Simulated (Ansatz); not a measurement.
Job for Ansatz (a program for electronic structure): R-r2SCAN/def2-TZVPP on BH2IO (SMILES OBI), a point of a torsion scan. Elements past Kr take the def2 small-core potentials; no spin–orbit coupling.

Ansatz 0.2 input:
```yaml
crystal:
  periodic: [false, false, false]
  atoms:
    - {symbol: O, position_ang: [-0.98864021, -0.29135630, -0.32543140]}
    - {symbol: B, position_ang: [0.13515402, 0.33607226, -0.60285906]}
    - {symbol: I, position_ang: [0.03162128, 2.40703181, -1.07084175]}
    - {symbol: H, position_ang: [-1.26311682, -0.76204243, 0.45142862]}
    - {symbol: H, position_ang: [1.20553053, -0.15167224, -0.52977183]}
basis:
  gaussian:
    orbitals: def2-TZVPP
hamiltonian:
  xc: {name: r2SCAN}
scf: {lower_state_search: off}
```

The head of its log:

```
WARN ansatz: RAYON_NUM_THREADS=1 ignored (pool sized by the plan → 1); use --threads N
Functional definition: r2SCAN
these checks for a lower state are left out or cut short: stability, starts, cluster_reference, orbital_swaps, neighbouring_geometries, increment
integrals: 0.05 GiB planned
805 factors; their error is unknown
mean field: 0.40 GiB planned
mean field evaluation 1: about -10855.0867 eV, gradient 5.9e1 eV
mean field evaluation 2: about -10832.2086 eV, gradient 1.2e2 eV
```

Task: What total energy does the run end on?

Result: -399.1457 hartree.
